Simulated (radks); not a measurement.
The numbers below are computed, except where a source is named.
Question: Neutral nitrogen, [He] 2s2 2p3. Code: a radial shooting solver on a logarithmic mesh with Libxc functionals. Model: non-relativistic Kohn-Sham, exchange-only LDA, spin-polarised, spherical densities, point nucleus. Every spin shell is full or empty, so the densities are truly spherical. Functionals are evaluated on that one density, not self-consistently. Rank these orbital-free kinetic functionals by their error against the exact value of the orbitals, and give that value: Thomas-Fermi, TF + vW, TF + vW/5, LC94, APBEK, revAPBEK, Perdew 92, Thakkar, Pearson, LKT, PG1.

Answer: Exact: 53.7093 hartree. From best to worst, with 100 (|E| - |E exact|)/|E exact| (equal figures are ties): LC94 +0.07, APBEK +0.15, Thakkar +0.16, Perdew 92 -0.21, revAPBEK +0.79, Pearson -3.21, TF + vW/5 +6.96, Thomas-Fermi -9.21, PG1 +37.84, LKT +44.77, TF + vW +71.65.
